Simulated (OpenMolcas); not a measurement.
Cr³⁺: from CASSCF to CASPT2

| Property | Result |
| --- | --- |
| Program | OpenMolcas |
| Basis | ANO-RCC-VQZP [7s6p4d3f2g1h] |
| Scalar Hamiltonian | DKH2, point nucleus |
| Active space | 3 electrons in 10 orbitals (3d 4d) |
| State averaging | 2S+1 = 4 even, 10 roots; 2S+1 = 2 even, 40 roots |
| Spin-orbit coupling | RASSI with atomic mean-field integrals over the reference wave functions, term energies averaged over their components |

Methods on the same reference wave functions:
A. CASSCF
B. SS-CASPT2, IPEA 0.25 Eh, imaginary shift 0.1 Eh (closed shells correlated: 3s 3p)
C. MS-CASPT2, IPEA 0.25 Eh, imaginary shift 0.1 Eh (closed shells correlated: 3s 3p)

Energies in eV above 3d³ ⁴F_3/2, the measured ground level; measured values from Sugar and Corliss, J. Phys. Chem. Ref. Data 6, 317 (1977).

```csv
Level,A,B,C,Measured
3d³ ⁴F_3/2,0.0000,0.0000,0.0000,0.0000
3d³ ⁴F_5/2,0.0308,0.0311,0.0311,0.0292
3d³ ⁴F_7/2,0.0731,0.0734,0.0734,0.0689
3d³ ⁴F_9/2,0.1260,0.1261,0.1261,0.1172
3d³ ⁴P_1/2,2.1537,1.788,1.788,1.7431
3d³ ⁴P_3/2,2.1681,1.801,1.801,1.7577
3d³ ²G_7/2,2.1734,1.844,1.844,1.8662
3d³ ⁴P_5/2,2.2048,1.839,1.839,1.7942
3d³ ²G_9/2,2.2190,1.890,1.890,1.9096
3d³ ²H_9/2,2.8746,2.614,2.614,2.6118
3d³ ²P_1/2,2.8830,2.413,2.413,2.4201
3d³ ²P_3/2,2.8963,2.413,2.413,
3d³ ²H_11/2,2.9105,2.650,2.650,2.6434
3d³ ²D_3/2(1),3.1213,2.583,2.583,2.5603
3d³ ²D_5/2(1),3.1508,2.599,2.599,2.5620
3d³ ²F_7/2,4.9727,4.311,4.311,4.2604
3d³ ²F_5/2,4.9918,4.330,4.330,4.2844
3d³ ²D_5/2(2),7.6827,6.756,6.756,6.5681
3d³ ²D_3/2(2),7.7029,6.776,6.776,6.5888
```

Deviations, from unrounded energies. A percentage is the sum of absolute deviations over the sum of measured energies, with the sign that they share, or ± where signs differ.

```
                        Against measurement  Levels      A     B     C
             mean absolute deviation (cm-1)      17   3600   350   350
      fine structure of the ground term (%)       3   +6.8  +7.0  +7.0
other terms of the ground configuration (%)      14  +17.5  ±1.7  ±1.7
```

B, C lie about equally close to measurement and A furthest from it. The largest miss of B in the table is 3d³ ²D_5/2(2), by +1500 cm-1. The ranking rests on the paired levels alone, and a cruder setting can come out closer through cancelling errors.

Between B and C no level of the table moves by more than 5 cm-1.

The two smallest mean deviations differ by little beside CASPT2's spread within terms, so their order carries little weight.

From A to B the spin-free energies of the other terms of 3d³ shown, above ⁴F, scale by factors of 0.82 to 0.91, as is usual when dynamic correlation screens the repulsion within a d or f shell.

The lowest spin-free term lies below A's lowest term by 0.371 hartree in B, 0.371 hartree in C.

CASPT2 does not keep the components of a term degenerate, so their means are used; among the terms shown or strongly mixed into the levels shown the widest spread is 780 cm-1 (3d³ ⁴F, C). Active for correlation alone: 4d; no level in the range computed is led by a configuration that fills it, so any true level of that kind is missing. Without dynamic correlation excited terms often stand tens of per cent too high (terms of higher spin than the ground term too low), and those without a measured partner can miss by more than the paired ones (holds for A). The CASPT2 spread within a term exceeds the gap to the next term for 3d³ ²D(1) and 3d³ ²H, so the order of their levels is uncertain (holds for C). Measured partners are found by configuration, term and J. A level has none where our copy of the source lacks it or the pairing is in doubt (some pairs that miss far off the trend of their configuration count as doubtful), and it then counts in no deviation. Levels of configurations outside the active space are missing.

A number in round brackets counts repeated terms of one configuration in the order of the reference energies.
